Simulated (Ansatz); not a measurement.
Ansatz (an electronic-structure program) input:

Ansatz 0.2 input:
```yaml
crystal:
  periodic: [false, false, false]
  atoms:
    - {symbol: C, position_ang: [-0.01842575, -0.01201890, -1.11898932]}
    - {symbol: C, position_ang: [0.00331066, 0.00215950, 0.20105489]}
    - {symbol: H, position_ang: [0.85046000, 0.27258854, -1.70682953]}
    - {symbol: H, position_ang: [-0.90609165, -0.30887639, -1.67165997]}
    - {symbol: C, position_ang: [0.02438704, 0.01590737, 1.48101601]}
basis:
  gaussian:
    orbitals: def2-TZVP
magnetization: {spin_polarized: false}
correlation: {method: mp2, electrons: outside_noble_gas}
relax: {f_tol: 0.003, max_steps: 100}
```

**Question.** What final total energy does it print?

**Answer.** -115.05822 Eh (MP2/def2-TZVP). The basis has 105 functions.
